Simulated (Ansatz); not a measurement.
```xyz
10

C     0.6712    0.8290    1.9283
In    0.5642    0.0874   -0.0773
Si   -1.2220   -0.8499   -1.6615
Cl    2.6936    0.1634   -1.1040
H     0.3195    0.0705    2.6294
H     0.0405    1.7134    2.0337
H     1.7045    1.0881    2.1554
H    -0.6219   -1.2620   -2.9552
H    -2.2619    0.1853   -1.9134
H    -1.8876   -2.0252   -1.0354
```

The species carries charge 0 and has multiplicity 1. In takes the def2 core potential.

Q: List the ωB97M-V/def2-TZVPP orbital energies in eV (the Gaussian-basis code of Ansatz). (Estimate.)

A: Computed: Occupied: -2770.80, -1807.19, -281.42, -261.17, -198.62, -198.54, -198.52, -148.29, -131.60, -102.41, -102.39, -102.39, -88.06, -87.81, -87.71, -25.09, -24.55, -24.39, -24.32, -24.25, -23.49, -21.78, -17.97, -13.96, -13.89, -13.79, -12.40, -12.39, -10.96, -10.76, -10.67, -9.43. Lowest empty: -0.27, 0.92, 1.10, 1.82, 2.22, 2.60, 2.90, 3.08.
